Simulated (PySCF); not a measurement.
Si(F)(Cl)(Me)(OH) (CH4ClFOSi), SMILES [Si](C)(F)(O)Cl. Coordinates come from a PBE-D3(BJ)/def2-SVP optimisation. The structure was generated by enumeration, and PubChem lists no compound with its InChIKey, so it may never have been made. One conformer was computed; it need not be the lowest.

Calculation: PySCF 2.14.0 with PBE-D3(BJ)/def2-SVP.

Harmonic wavenumbers (cm⁻¹): 115, 158, 190, 243, 261, 299, 324, 511, 704, 745, 767, 820, 891, 945, 1231, 1375, 1377, 2991, 3094, 3100, 3766. Rotational constants (GHz): 3.581, 2.294, 2.224; symmetry number 1.

### Question
Work out the zero-point energy and the ideal-gas rigid-rotor harmonic-oscillator thermochemistry at 298.15 K and 1 atm.

### Answer
ZPE = ½ Σ hcν = ½ × 23908 cm⁻¹ = 143.00 kJ/mol. H − E(el) = 164.50 kJ/mol. Entropy in J/(mol K): translation 167.88, rotation 114.08, vibration 67.33, total 349.29. G − E(el) = 60.36 kJ/mol. Cp = 108.54 J/(mol K). Modes under 150 cm⁻¹ make the vibrational entropy uncertain.
